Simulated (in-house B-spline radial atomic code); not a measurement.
A fraction x of an electron is removed from 6s in Sm II (Sm+), starting from [Xe] 4f6 6s1 and keeping the highest spin. All numbers are computed (scalar-relativistic (X2C) TPSS, spin-polarised, spherical fractional occupations; Fermi nucleus of rms radius 5.0819 fm) with a B-spline radial code for spherical atoms, not measured.

```json
{"x": "0", "E(x) - E(0) (eV)": "0.0000", "6s up level (eV)": "-8.633"}
{"x": "0.05", "E(x) - E(0) (eV)": "0.4375", "6s up level (eV)": "-8.865"}
{"x": "0.23", "E(x) - E(0) (eV)": "2.1082", "6s up level (eV)": "-9.698"}
{"x": "0.31", "E(x) - E(0) (eV)": "2.8989", "6s up level (eV)": "-10.068"}
{"x": "0.49", "E(x) - E(0) (eV)": "4.7870", "6s up level (eV)": "-10.916"}
{"x": "0.5", "E(x) - E(0) (eV)": "4.8964", "6s up level (eV)": "-10.964"}
{"x": "0.57", "E(x) - E(0) (eV)": "5.6758", "6s up level (eV)": "-11.308"}
{"x": "0.67", "E(x) - E(0) (eV)": "6.8322", "6s up level (eV)": "-11.824"}
{"x": "0.83", "E(x) - E(0) (eV)": "8.7950", "6s up level (eV)": "-12.728"}
{"x": "0.96", "E(x) - E(0) (eV)": "10.4997", "6s up level (eV)": "-13.481"}
{"x": "1", "E(x) - E(0) (eV)": "11.0425", "6s up level (eV)": "-"}
```

The exact functional would give a straight line between the two integer points. Deviations E(x) - E(0) - x[E(1) - E(0)], in eV: -0.115 at x = 0.05, -0.432 at x = 0.23, -0.524 at x = 0.31, -0.624 at x = 0.49, -0.625 at x = 0.5, -0.618 at x = 0.57, -0.566 at x = 0.67, -0.37 at x = 0.83, -0.101 at x = 0.96.

The curve lies below the straight line by up to 0.625 eV (at x = 0.5): convex, the delocalisation error that favours fractional charges.

(1) How well does Slater's transition state (minus the level at half occupation) give the ionisation energy?

Answers

(1) It gives 10.964 eV against 11.043 eV from the two total energies; NIST lists 11.08 eV, ground level to ground level.
